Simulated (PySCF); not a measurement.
OZn, SMILES [O]=[Zn]. Atoms are numbered in the order given.

```xyz
2

Zn     0.0000     0.0000    -0.3580
O      0.0000     0.0000     1.3427
```

Coordinates come from a PBE0-D3(BJ)/def2-TZVPD optimisation.

Two levels are set side by side: PBE/pcSseg-2 (PySCF) and PBE0/pcSseg-2 (PySCF). GIAO shifts against H2O (¹⁷O) at the same level; non-relativistic, no solvent, atoms listed together averaged. Differences are taken from unrounded values.

```json
[
 {"quantity": "δ(¹⁷O) of O2 (ppm)", "PBE0": "2637.9"}
]
```

What does PBE give, and how far is it from PBE0? (An estimate is asked for; the answer gives what the named calculation found.)


```json
[
 {"quantity": "δ(¹⁷O) of O2 (ppm)", "PBE": "2311.5", "PBE minus PBE0": "-326.4"}
]
```

Rough cost on one machine, each run with all the roots and properties that it gave: PBE0 against PBE within a factor of 2.
